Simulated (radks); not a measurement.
The numbers below are computed, except where a source is named.
Eu44+, 19 electrons, occupied as [Ar] 3d1. Level of theory: scalar-relativistic Kohn-Sham, SCAN, spin-polarised, spherical densities, finite nucleus; open shells are filled with parallel spins first (spin-orbit coupling, left out, can overturn this in heavy ions); meta-GGA in the generalised Kohn-Sham scheme; Fermi nuclear charge, rms radius 5.1115 fm (a radial shooting solver on a logarithmic mesh with Libxc functionals).

Radial electron density D(r) = 4 pi r^2 rho(r):

r (bohr),D(r) (e/bohr),spin D(r)
0.001703,9.109,-0.000130
0.002114,12.69,-0.000181
0.002624,17.46,-0.000247
0.003256,23.66,-0.000332
0.004074,31.75,-0.000440
0.005056,41.16,-0.000560
0.006275,51.80,-0.000686
0.007788,62.87,-0.000793
0.009666,73.06,-0.000829
0.012,80.61,-0.000676
0.01489,83.93,-0.0000278
0.01863,82.33,0.00209
0.02312,77.65,0.00818
0.02869,74.15,0.0249
0.03561,76.83,0.0696
0.0442,87.45,0.181
0.05485,100.5,0.435
0.06808,104.2,0.950
0.08517,89.05,1.89
0.1057,62.98,3.21
0.1312,45.21,4.62
0.1628,45.94,5.43
0.2021,51.37,4.98
0.2508,42.43,3.35
0.3113,22.14,1.54
0.3894,6.323,0.418
0.4833,0.9749,0.0660
0.5998,0.06888,0.00512
0.7444,0.001889,0.000165

D(r) has 3 maxima, at r = 0.0155, 0.0644, 0.202 bohr, and minima at 0.0296, 0.143 bohr, inside which lie 1.94, 10.57 electrons.
